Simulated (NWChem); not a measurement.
System: CF₂ cation, doublet

```xyz
3

F      1.0870     0.0000    -0.1431
C      0.0000     0.0000     0.4293
F     -1.0870     0.0000    -0.1431
```
Atoms are numbered in this order, from 1.

In the optimisation the excess spin sits in a1 (C2v, its own frame). The geometry was optimised at B3LYP/6-31G* (spherical d), spin-unrestricted. No stability test was run on the SCF state.

Symmetry labels are those of C2v in the frame above (b1 and b2, or b-type labels, depend on it).

Q: List the 6 lowest vertical excitations from PBE/def2-SVP, spin-unrestricted, TDA (NWChem).

A: 
```csv
state,energy (eV),oscillator strength,symmetry of the excitation,<S²>
state 1,4.13,0.011,b2,0.76
state 2,6.50,0.004,b1,0.78
state 3,6.99,0.000,a2,0.80
state 4,7.77,0.000,a2,2.20
state 5,8.08,0.004,b1,2.68
state 6,8.58,0.034,a1,0.86
```
